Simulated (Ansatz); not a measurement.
C$_{3}$H$_{7}$Al, relaxed with RKS PBE0-D4/def2-TZVP in Ansatz 0.2.0 from a PBE-D4/def2-SVP geometry. The force threshold is 0.005 eV/Å; the program also tests the step.

The species carries charge 0 and has multiplicity 1. The bonds changed during the relaxation, so this is another structure than the one it started from.

Start:

```xyz
11

C     0.149    0.558    1.239
C     0.454   -0.621    0.519
C     0.832   -0.665   -0.849
Al   -1.053    0.414   -0.613
H    -0.259    0.479    2.257
H     0.665    1.502    0.991
H     0.060   -1.564    0.945
H     1.433    0.158   -1.274
H     0.933   -1.641   -1.344
H    -2.397   -0.441   -0.551
H    -0.816    1.820   -1.321
```

| step | energy (eV) | largest force (eV/Å) | largest move (Å) |
| --- | --- | --- | --- |
| 1 | -9815.4893 | 0.601 | 0.000 |
| 2 | -9815.5305 | 0.184 | 0.026 |
| 3 | -9815.5341 | 0.042 | 0.011 |
| 4 | -9815.5343 | 0.011 | 0.004 |
| 5 | -9815.5343 | 0.005 | 0.001 |
| 6 | -9815.5343 | 0.005 | 0.001 |
| 7 | -9815.5344 | 0.016 | 0.007 |
| 8 | -9815.5344 | 0.015 | 0.003 |
| 9 (rejected) | -9815.5018 | 0.625 | 0.197 |
| 10 | -9815.5347 | 0.032 | 0.037 |
| 11 (rejected) | -9815.5279 | 0.285 | 0.098 |
| 12 | -9815.5347 | 0.047 | 0.016 |
| 13 | -9815.5350 | 0.036 | 0.010 |
| 14 | -9815.5351 | 0.030 | 0.010 |
| 15 | -9815.5351 | 0.024 | 0.009 |
| 16 | -9815.5352 | 0.017 | 0.003 |
| 17 | -9815.5352 | 0.006 | 0.003 |
| 18 | -9815.5352 | 0.005 | 0.001 |
| 19 | -9815.5352 | 0.001 | 0.000 |

End:

```xyz
11

C     0.192    0.543    1.246
C     0.445   -0.609    0.530
C     0.793   -0.650   -0.852
Al   -1.025    0.372   -0.692
H    -0.228    0.483    2.240
H     0.640    1.489    0.956
H     0.056   -1.535    0.954
H     1.447    0.129   -1.237
H     0.908   -1.621   -1.314
H    -2.373   -0.446   -0.584
H    -0.855    1.843   -1.246
```

Run time 46 s (2 threads of a server CPU on a shared host); peak host memory 0.41 GiB.
